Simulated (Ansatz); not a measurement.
Reactions of CH$_{4}$ClFOSeTi, SMILES `C[O][Ti]([F])([Cl])[SeH]`.

Calculated with Ansatz (gas phase, PBE0-D4/def2-TZVP geometries, no zero-point term in ΔE). CCSD(T)/CBS adds triple-zeta CCSD(T) − MP2 to the extrapolated MP2 energy (def2 sets, frozen cores). This one scheme is used for every species. Functionals use def2-TZVPP. Elements past krypton have def2 core potentials. For Se, Ta, Ti outer-core shells are correlated without core-valence functions, which leaves a few kJ/mol of doubt a bond. Scalar relativity is left out up to krypton. Each species was taken in one conformer, which may not be the lowest.

| reaction | CCSD(T)/CBS(def2) (kJ/mol) |
| --- | --- |
| `C[O][Ti]([F])([Cl])[SeH]` + `F[CH2][AlH][F]` → `[F][Ti]([F])([Cl])[SeH]` + `CO[CH2][AlH][F]` | ? |
| `C[O][Ti]([F])([Cl])[SeH]` + H₂O → `[OH][Ti]([F])([Cl])[SeH]` + CH₃OH | 29 |
| `C[O][Ti]([F])([Cl])[SeH]` + `CNC` → `C[N](C)[Ti]([F])([Cl])[SeH]` + CH₃OH | 37 |
| `C[O][Ti]([F])([Cl])[SeH]` + `[O]=[Ta]([OH])([F])[F]` → `[OH][Ti]([F])([Cl])[SeH]` + `C[O][Ta](=[O])([F])[F]` | 12 |
| `C[O][Ti]([F])([Cl])[SeH]` + `O=C=NBF` → `C[O][Ti]([F])([F])[SeH]` + `O=C=NBCl` | ? |
| `C[O][Ti]([F])([Cl])[SeH]` + H–F → `C[O][Ti]([F])([F])[SeH]` + HCl | -4 |
| `C[O][Ti]([F])([Cl])[SeH]` + `C[O][Al]([OH])[F]` → `C[O][Al]([F])[O]C` + `[OH][Ti]([F])([Cl])[SeH]` | 36 |

Question: Fill in the missing values. (Estimate.)

Answer: Computed: `C[O][Ti]([F])([Cl])[SeH]` + `F[CH2][AlH][F]` → `[F][Ti]([F])([Cl])[SeH]` + `CO[CH2][AlH][F]`: -22.7 kJ/mol; `C[O][Ti]([F])([Cl])[SeH]` + `O=C=NBF` → `C[O][Ti]([F])([F])[SeH]` + `O=C=NBCl`: +48.4 kJ/mol.

Largest T1 diagnostic: 0.024, for `[F][Ti]([F])([Cl])[SeH]`.
